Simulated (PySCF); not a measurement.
Vertical excitations of a molecule C₄H₈NO, multiplicity 2 from TDA-CAM-B3LYP/def2-SVPD (PySCF 2.14.0), as energy in eV (oscillator strength): 2.59 (0.001), 2.84 (0.023), 5.87 (0.002), 6.27 (0.002), 6.31 (0.001), 6.37 (0.014), 6.41 (0.041), 6.49 (0.006), 6.58 (0.003), 6.82 (0.001). The structure is a stationary point at r2SCAN-D4/def2-SVP. The values are those of a single conformer.

Pick the molecule that these values belong to.
A) C1COCC[N]1
B) [CH2]N(C)C(C)=O
C) [CH2]C(=O)N(C)C

C, [CH2]C(=O)N(C)C
